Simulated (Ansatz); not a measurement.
The same bond dissociation along the group C, Si, Ge, Sn.

Gas-phase electronic energies from Ansatz, PBE0-D4/def2-TZVP geometries. CCSD(T)/CBS adds triple-zeta CCSD(T) − MP2 to the extrapolated MP2 energy (def2 sets, frozen cores). This one scheme is used for every species, atoms too. Functionals use def2-TZVPP. B3LYP here is the variant with VWN-RPA as its local correlation; programs differ in this. No spin–orbit coupling; open shells (•) take unrestricted orbitals. def2 core potentials past Kr. For Ge, Sn outer-core shells are correlated without core-valence functions, so the limit isn't a true one: a few kJ/mol of doubt a bond, and 10 to 20 or more in all where bonds break to atoms. Scalar relativity is left out up to krypton.

| reaction | CCSD(T)/CBS(def2) (kJ/mol) |
| --- | --- |
| CH₃OH → `[CH2]O`• + H• | ? |
| `O[SiH3]` → `O[SiH2]`• + H• | 412 |
| `[OH][GeH3]` → `[OH][GeH2]`• + H• | 380 |
| `[OH][SnH3]` → `[OH][SnH2]`• + H• | 336 |

Task: Fill in the missing values. (Estimate.)

Result: The calculation gave: CH₃OH → `[CH2]O`• + H•: +435.3 kJ/mol.

Largest T1 diagnostic: 0.017, for `[OH][SnH2]`•.
